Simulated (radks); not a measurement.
Species: Te XXVII. Configuration: [Ar] 3d8. Method: scalar-relativistic Kohn-Sham, LB94 model potential, spin-polarised, spherical densities, finite nucleus; open shells are filled with parallel spins first (spin-orbit coupling, left out, can overturn this in heavy ions); Fermi nuclear charge, rms radius 4.7423 fm; computed with a radial shooting solver on a logarithmic mesh with Libxc functionals. Some entries of the table are withheld. Estimate them.

orbital,occ.,eigenvalue (hartree),r(max) (bohr)
1s down,1,-1203.511,0.01793
1s up,1,-1203.505,0.01793
2s up,1,-214.6145,0.1011
2s down,1,-214.6006,0.1011
2p down,3,-196.5919,0.08097
2p up,3,-196.5917,0.08098
3s up,1,-67.97797,0.2878
3s down,1,-67.76172,0.2879
3p up,3,(1),0.2801
3p down,3,(2),0.2802
3d up,5,(3),0.2287
3d down,3,(4),0.2286
4s up,0,-32.65951,0.6209
4s down,0,-32.58340,0.6219
4p up,0,(5),0.6320
4p down,0,(6),0.6331

Answer. 
(1) 3p up eigenvalue (hartree): -62.10668
(2) 3p down eigenvalue (hartree): -61.88845
(3) 3d up eigenvalue (hartree): -53.57168
(4) 3d down eigenvalue (hartree): -53.35832
(5) 4p up eigenvalue (hartree): -30.43333
(6) 4p down eigenvalue (hartree): -30.35986
